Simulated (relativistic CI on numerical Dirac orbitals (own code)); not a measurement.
Electric-dipole lines of Ni XXII

Calculated at this level of theory: Dirac-Coulomb-Breit CI, separate exchange-only KLI orbitals for each configuration, model QED (radiative potential, 1s self-energy scaled to tabulated hydrogen-like ionisation energies), unscaled Slater integrals (own radial code, finite nucleus).

Configuration list (outside the closed core 1s2): 2s²2p³, 2s2p⁴, 2p⁵, 2p⁴3s, 2p⁴3p, 2p⁴3d, 2s²2p²3s, 2s²2p²3p, 2s²2p²3d, 2s2p³3s, 2s2p³3p, 2s2p³3d, 2s²2p²4s, 2s²2p²4p, 2s²2p²4d, 2s²2p²4f. Levels of other configurations are missing.

```csv
λ vac (nm),Lower,Upper,A (s⁻¹),E lower (10³ cm⁻¹),E upper (10³ cm⁻¹)
1.0590,2s²2p³ ⁴S°3/2 [1],2s2p³3p ⁴P5/2 [76],6.59e+12,0.0,9443.1
1.0778,2s²2p³ ⁴S°3/2 [1],2s²2p²3d ⁴P1/2 [58],2.32e+13,0.0,9278.3
1.0779,2s²2p³ ²P°1/2 [4],2s²2p²3d ²D3/2 [86],1.99e+13,305.1,9582.2
1.0786,2s²2p³ ⁴S°3/2 [1],2s²2p²3d ⁴P3/2 [57],2.78e+13,0.0,9270.9
1.0787,2s2p⁴ ⁴P3/2 [7],2s2p³3d ⁴D°3/2 [184],1.47e+13,944.0,10214.4
1.0792,2s2p⁴ ⁴P3/2 [7],2s2p³3d ⁴D°5/2 [183],9.92e+12,944.0,10210.0
1.0796,2s²2p³ ²D°3/2 [2],2s²2p²3d ²D5/2 [70],1.22e+13,160.4,9422.8
1.0801,2s²2p³ ²D°3/2 [2],2s²2p²3d ²D3/2 [69],1.64e+13,160.4,9418.6
1.0802,2s²2p³ ⁴S°3/2 [1],2s²2p²3d ⁴D5/2 [55],1.67e+13,0.0,9257.6
1.0827,2s²2p³ ²D°5/2 [3],2s²2p²3d ²F7/2 [77],3.57e+13,213.0,9449.1
1.0828,2s2p⁴ ⁴P5/2 [6],2s2p³3d ⁴S°3/2 [160],1.88e+13,849.2,10084.3
1.0850,2s2p⁴ ⁴P5/2 [6],2s2p³3d ⁴P°3/2 [158],1.43e+13,849.2,10065.6
1.0850,2s²2p³ ⁴S°3/2 [1],2s²2p²3d ²F5/2 [52],7.77e+12,0.0,9216.3
1.0852,2s2p⁴ ⁴P1/2 [8],2s2p³3d ⁴D°3/2 [177],1.81e+13,969.4,10184.5
1.0858,2s²2p³ ²D°5/2 [3],2s²2p²3d ²D5/2 [70],1.49e+13,213.0,9422.8
1.0865,2s2p⁴ ⁴P5/2 [6],2s2p³3d ⁴P°5/2 [155],2.88e+13,849.2,10053.4
1.0878,2s2p⁴ ⁴P5/2 [6],2s2p³3d ⁴D°7/2 [151],2.17e+13,849.2,10041.9
1.0908,2s²2p³ ²P°3/2 [5],2s²2p²3d ²D5/2 [85],2.08e+13,402.4,9570.2
1.0918,2s²2p³ ²D°3/2 [2],2s²2p²3d ²D5/2 [62],2.56e+13,160.4,9319.3
1.0981,2s²2p³ ²D°5/2 [3],2s²2p²3d ²D5/2 [62],6.31e+12,213.0,9319.3
1.0997,2s²2p³ ⁴S°3/2 [1],2s²2p²3d ⁴F5/2 [39],5.78e+12,0.0,9093.0
1.1003,2s²2p³ ²D°5/2 [3],2s²2p²3d ²F7/2 [61],1.40e+13,213.0,9301.8
1.1006,2s²2p³ ²P°3/2 [5],2s²2p²3d ²D5/2 [82],2.23e+13,402.4,9488.1
1.1012,2s²2p³ ²P°3/2 [5],2s²2p²3d ²P3/2 [81],2.20e+13,402.4,9483.3
1.1029,2s2p⁴ ⁴P3/2 [7],2s2p³3d ⁴D°5/2 [145],1.85e+13,944.0,10011.0
1.1059,2s2p⁴ ²D5/2 [10],2s2p³3d ²F°7/2 [186],1.53e+13,1212.3,10254.9
1.1093,2s²2p³ ²P°1/2 [4],2s²2p²3d ²D3/2 [63],1.51e+13,305.1,9319.5
1.1206,2s2p⁴ ²D5/2 [10],2s2p³3d ²F°5/2 [168],1.26e+13,1212.3,10136.3
1.1212,2s2p⁴ ²D5/2 [10],2s2p³3d ²F°7/2 [167],1.04e+13,1212.3,10131.7
1.1223,2s2p⁴ ⁴P5/2 [6],2s2p³3d ⁴D°7/2 [111],1.33e+13,849.2,9759.4
```

Terms are leading LS components. Brackets give the number of a level in order of energy, since labels repeat. The list gives strong lines, with weight on those to low levels, without lines whose two gauges differ by over a factor of 2.5, among the lowest 200 of 359 levels, so that lines to higher ones, which can be the strongest, are missing. Levels whose partners in the same complex of configurations lie outside the list can be far off, and so can their lines. Rates are taken at the computed energies, electric ones in the length gauge.

At this charge energies of transitions that change n are usually good to better than 1 %, and those within a shell (Δn = 0) to a few per cent.

LS names give the leading component of a level, which can be under half, so a name can repeat, a term be missing and a line seem to break the LS rules.
